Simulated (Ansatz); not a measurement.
Single points on the cluster Mn₆⁻.

```yaml
crystal:
  periodic: [false, false, false]
  atoms:
    - {symbol: Mn, position_ang: [-2.093571, 0.959025, -0.888659]}
    - {symbol: Mn, position_ang: [-1.164555, -1.526069, -0.581271]}
    - {symbol: Mn, position_ang: [1.356770, -1.373094, 0.545521]}
    - {symbol: Mn, position_ang: [1.950741, 1.204888, 0.913952]}
    - {symbol: Mn, position_ang: [0.460646, 0.415150, -1.089564]}
    - {symbol: Mn, position_ang: [-0.510022, 0.320109, 1.100022]}
basis:
  gaussian: {orbitals: def2-TZVPD, initial_orbitals: start.molden}
total_charge: -1
magnetization: {spin_polarized: true, initial_magnetization: 23}
correlation: {method: mp2}
scf: {omitted_lower_state_checks: [starts]}
output: {orbitals: {seedname: orbitals}}
```

The file start.molden holds the orbitals of an earlier run on this structure, at another level or in another basis.

```sh
$ ansatz run in.yaml --threads 4 --pin off --events-out ev --progress --plain --max-ram 4787MiB
```

Shortened log:

```
Functional definition: HF
  name "HF"
  cite "Fock, Z. Phys. 61, 126 (1930) doi:10.1007/BF01340294"
  parent pbe
  exchange = exact_x
  correlation = 0
these checks for a lower state are left out or cut short: starts
2616 factors; integrals over basis functions are off by at most 1.6e-4 eV
mean field evaluation 1: about -187713.8037 eV, gradient 9.5e1 eV
mean field evaluation 2: about -187720.7746 eV, gradient 1.1e1 eV
mean field evaluation 4: about -187724.5675 eV, gradient 1.2e0 eV
mean field evaluation 8: about -187726.1414 eV, gradient 1.4e-1 eV
mean field evaluation 16: about -187726.1427 eV, gradient 5.8e-3 eV
mean field -187726.14541639 eV, -6898.8085987010 hartree, gradient 2.2e-6 eV, S^2 149.632956; 0 other end points of the search recorded, 0 dependent functions left out
30 core orbitals not correlated: weight in the atoms' cores, before any rotation towards them, 1.000 or more for the frozen orbitals, at most 0.000 for the correlated occupied ones
reference -187726.14541639 eV, -6898.8085987010 hartree; 57, 34 occupied and 201, 224 virtual orbitals, 2616 factors
second order -62.57947678 eV of doubles, -0.00000000 eV of singles
Total energy: -187788.72489318 eV, -6901.1083520549 hartree
Checks for a lower state left out: starts
```

It took 2.5 min on 4 threads of Arm Neoverse V2 on a shared host, peak host memory 2.2 GiB.

First input, but with `gaussian: {orbitals: def2-SVP, initial_orbitals: start.molden}`, `hamiltonian: {xc: {name: B97M-V}}` and without the key `correlation` (abridged; 100 s):

```
Functional definition: B97M-V
mean field evaluation 16: about -187853.1037 eV, gradient 2.4e-5 eV
mean field -187853.10372956 eV, -6903.4742306542 hartree, gradient 1.8e-6 eV, S^2 145.709559
Total energy: -187853.10378475 eV, -6903.4742326824 hartree
Checks for a lower state left out: starts
```

Geometry: r2SCAN-D4/def2-SVPD.

Correlated methods freeze 30 core orbitals; core or outer-core shells of Mn are correlated, in sets that lack core-valence functions. At MP2/def2-TZVPD, B97M-V/def2-SVP the charge -1 multiplicity 24 is spin-contaminated (final ⟨S²⟩ up to 149.63, 143.75 for a pure state). At B97M-V/def2-SVP the highest occupied level of the charge -1 multiplicity 24 lies above zero (up to 0.95 eV). It is a level of β spin, whose loss leaves a multiplicity 25; that state wasn't run at this geometry and level. The electron is either unbound and held by the finite basis, or the level is raised by self-interaction error. At B97M-V/def2-SVP an occupied level of the charge -1 multiplicity 24 lies above an empty one of the other spin, so a lower spin may lie lower. No other spin state of charge -1 was run. The geometry of the multiplicity 24 was relaxed on an unsound state (⟨S²⟩ 145.89, where a pure state has 143.75). The structure comes from a short search, and lower isomers may exist.
